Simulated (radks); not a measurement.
Br-, 36 electrons, occupied as [Kr]. Method: scalar-relativistic Kohn-Sham, r2SCAN, spin-polarised, spherical densities, finite nucleus; meta-GGA in the generalised Kohn-Sham scheme; Fermi nuclear charge, rms radius 4.1629 fm; Watson sphere of charge +1 and radius 3.2 bohr; computed with a radial shooting solver on a logarithmic mesh with Libxc functionals. Some entries of the table are withheld. Estimate them.

orbital  occ.  eigenvalue (Ry)  <r> (bohr)
1s          2        -981.2373         (1)
2s          2        -128.2427      0.1893
2p          6        -112.9301      0.1654
3s          2        -17.79020      0.5502
3p          6        -12.89614      0.5634
3d         10         -4.83794      0.5905
4s          2         -1.43541       1.725
4p          6         -0.54272         (2)

Answer. 
(1) 1s <r> (bohr): 0.04275
(2) 4p <r> (bohr): 2.209
